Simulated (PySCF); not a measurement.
Bonds: Si1-C2, Si1-C9, Si1-O16, Si1-O21, C2-C3, C9-C10, O16-C17, O21-C22. C2 carries H4, H5; C3 carries H6, H7, H8; C9 carries H11, H12; C10 carries H13, H14, H15; C17 carries H18, H19, H20; C22 carries H23, H24, H25.

Geometry: PBE0-D3(BJ)/def2-SVP; GIAO shifts from PySCF, gas phase, non-relativistic, averaged over equivalent atoms.

At PBE0/pcSseg-1 (240 basis functions):
| atoms | δ (ppm) |
| --- | --- |
| Si1 | 1.0 |
| C17/C22 | 51.5 |
| C3/C10 | 8.4 |
| C2/C9 | 6.4 |
| H18/H19/H20/H23/H24/H25 | 3.61 |
| H6/H7/H8/H13/H14/H15 | 0.98 |
| H4/H5/H11/H12 | 0.38 |
| O16/O21 | 26.0 |

Shifts are taken against calculated references (same method and geometry level): $^{29}$Si (σref 351.99) and $^{13}$C (σref 184.41) and $^{1}$H (σref 31.27) vs TMS; $^{17}$O (σref 334.56) vs H2O.

**Question.** What do these become at KT2/pcSseg-1?

**Answer.** 
| atoms | δ at KT2/pcSseg-1 | change |
| --- | --- | --- |
| Si1 | 0.9 | -0.1 |
| C17/C22 | 52.5 | +1.0 |
| C3/C10 | 9.4 | +1.0 |
| C2/C9 | 8.1 | +1.7 |
| H18/H19/H20/H23/H24/H25 | 3.76 | +0.15 |
| H6/H7/H8/H13/H14/H15 | 1.00 | +0.02 |
| H4/H5/H11/H12 | 0.51 | +0.13 |
| O16/O21 | 36.6 | +10.6 |

Chemical shifts δ = σref − σ; $^{29}$Si (σ = 361.05 ppm), $^{13}$C (σ = 183.22 ppm), $^{1}$H (σ = 31.18 ppm) against TMS; $^{17}$O (σ = 330.66 ppm) against H2O, all at this level.

The largest change is at O16/O21 (oxygen bonded to C, Si). Cost: 240 basis functions. The order of the carbon signals is the same at both levels.

Experimental scales use liquid or dissolved standards, which lie at an offset from isolated H2O (liquid H2O: subtract about 36 ppm).
